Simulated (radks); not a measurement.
Isoelectronic series with 24 electrons, all held in the configuration [Ar] 3d5 4s1, which need not be the ground one along the series. All-electron calculation, scalar-relativistic Kohn-Sham, PBE, spin-polarised, spherical densities, finite nucleus; open shells are filled with parallel spins first (spin-orbit coupling, left out, can overturn this in heavy ions); Fermi nuclear charge, rms radius of each element as measured or else 0.836 A^(1/3) + 0.57 fm. Program: a radial shooting solver on a logarithmic mesh with Libxc functionals. Total energies (hartree) and mean radii <r> (bohr):

ion,E (hartree),3d up,4s up
Cr,-1050.72524,1.474,3.325
Mn+,-1158.22951,1.169,2.744
Fe2+,-1271.54328,0.9992,2.364
Co3+,-1390.64030,0.8842,2.092
Ni4+,-1515.51478,0.7984,1.885
Cu5+,-1646.16991,0.7309,1.721
Zn6+,-1782.61550,0.6755,1.586
Ga7+,-1924.86412,0.6291,1.473
Ge8+,-2072.93129,0.5893,1.377
As9+,-2226.83495,0.5548,1.293
Se10+,-2386.59393,0.5244,1.219
Br11+,-2552.22930,0.4974,1.154
Kr12+,-2723.76308,0.4733,1.096
Rb13+,-2901.21887,0.4515,1.043
Sr14+,-3084.62120,0.4317,0.9959
Zr16+,-3469.37042,0.3972,0.9132
Nb17+,-3670.77202,0.3820,0.8769
Mo18+,-3878.22999,0.3679,0.8434
Tc19+,-4091.77778,0.3549,0.8123
Ru20+,-4311.44330,0.3428,0.7835
Rh21+,-4537.26316,0.3315,0.7566
Pd22+,-4769.26909,0.3210,0.7315

3d up drops below 4s up between Cr and Mn+.
